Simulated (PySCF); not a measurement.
A GIAO shielding run with PySCF (density fitting, non-relativistic, gas phase) on `C[SiH](C)[Si@@H](F)[C@@H](F)C=O`, C4H10F2OSi2:

```
$ OMP_NUM_THREADS=1 python probes_run.py task.json out

{"job": {"kind": "nmr", "xc": "PBE0", "basis": "pcSseg-1"}, "charge": 0, "multiplicity": 1}
C     -1.349587     1.574779    -0.350115
Si    -1.094152    -0.297743    -0.591083
C     -2.579289    -1.236080     0.143952
Si     0.834840    -0.936293     0.537773
F      1.052118    -2.536841     0.385953
C      2.388772    -0.227308    -0.409793
F      2.153875    -0.270560    -1.774564
C      2.650347     1.157116     0.019175
O      2.964777     1.481032     1.135242
H     -2.273909     1.906948    -0.812795
H     -0.541132     2.149448    -0.792343
H     -1.400047     1.839837     0.703017
H     -1.019203    -0.589434    -2.036546
H     -3.497176    -0.996547    -0.385092
H     -2.438011    -2.311146     0.084447
H     -2.731273    -0.984008     1.190198
H      1.152672    -0.742228     1.947158
H      3.243087    -0.878121    -0.210300
H      2.473485     1.906397    -0.776582
```

Hardware: 1 thread of an Arm Neoverse N1, shared host. The job also computes population analyses, field gradients.

Task: How large is the calculation?

Result: 88 electrons, 217 basis functions and 1173 auxiliary functions.

Task: How long does it take, and how much memory does it need?

Result: 81 s of wall time, with 14 SCF cycles and 5 response iterations; peak memory 1 GiB. Times on a shared host scatter by some tens of per cent.
